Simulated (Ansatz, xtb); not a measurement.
Process, species as SMILES: COC=C(F)F → FC1(F)CCO1 [2,2-difluorooxetane]
Geometries: B3LYP-D3(BJ)/def2-TZVP minima from Ansatz (a quantum-chemistry and plane-wave program), one conformer each, not searched for the lowest.

Property: isomerisation energy (electronic energy difference), in eV. Cores are frozen in the correlated levels unless marked. No spin-orbit coupling. Non-relativistic. Basis-set limits of correlation are two-point, X^-3; Hartree-Fock from the larger set. The bracket is a focal-point correction in the basis named.

| level | program | isomerisation energy (eV) | minus last row |
|---|---|---|---|
| GFN2-xTB | xtb | -0.88 | 0.25 |
| HF/cc-pVDZ | Ansatz | -1.10 | 0.03 |
| SVWN5/def2-TZVPD | Ansatz | -1.14 | -0.01 |
| BLYP/def2-TZVPD | Ansatz | -0.73 | 0.40 |
| revPBE/def2-TZVPD | Ansatz | -0.93 | 0.20 |
| r2SCAN-D3(BJ)/def2-TZVPD | Ansatz + dftd3 | -1.06 | 0.07 |
| PBE0/def2-SVP | Ansatz | -1.19 | -0.06 |
| PBE0-D3(BJ)/def2-TZVP | Ansatz + dftd3 | -1.14 | -0.01 |
| PBE0-D4/def2-TZVPD | Ansatz + dftd4 | -1.13 | 0.00 |
| HSE06/def2-TZVPD | Ansatz | -1.12 | 0.01 |
| CAM-B3LYP-D3(BJ)/def2-TZVPD | Ansatz + dftd3 | -1.01 | 0.12 |
| CAM-B3LYP-D4/def2-TZVPD | Ansatz + dftd4 | -1.01 | 0.12 |
| wB97X-V/def2-TZVPD | Ansatz | -1.20 | -0.07 |
| RPA@PBE/cc-pVTZ | Ansatz | -1.11 | 0.02 |
| MP2/6-31G | Ansatz | -0.90 | 0.23 |
| RI-MP2/cc-pVTZ | Ansatz | -1.19 | -0.06 |
| SCS-MP2/aug-cc-pVDZ | Ansatz | -1.20 | -0.07 |
| CCSD/cc-pVDZ | Ansatz | -1.14 | -0.01 |
| CCSD(T)/6-31G | Ansatz | -0.81 | 0.32 |
| CCSD(T) with core electrons/cc-pwCVTZ | Ansatz | -1.10 | 0.03 |
| RI-MP2/CBS(cc-pVTZ,cc-pVQZ)+[CCSD(T)-MP2]/cc-pVTZ | Ansatz | -1.13 | 0.00 |
